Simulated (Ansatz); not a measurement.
Harmonic frequencies (cm⁻¹) at PBE0-D4/def2-TZVP from Ansatz: 29, 54, 85, 88, 106, 118, 142, 155, 192, 221, 250, 309, 314, 318, 332, 350, 369, 583, 598, 646, 673, 1144, 1159, 1166, 1173, 1177, 1202, 1458, 1462, 1472, 1473, 1473, 1477, 3034, 3037, 3115, 3119, 3144, 3145.

Each molecule was computed in one conformer, which needn't be the lowest.

(1) Which molecule is it?
A. `[CH3][W]([CH3])(=[O])=[S]`
B. `C[N](C)[W](=[O])(=[O])[F]`
C. `[CH3][W]([NH2])(=[S])=[S]`
D. `C[O][W]([F])([F])([Cl])([Cl])[O]C`

Results:

(1) D.
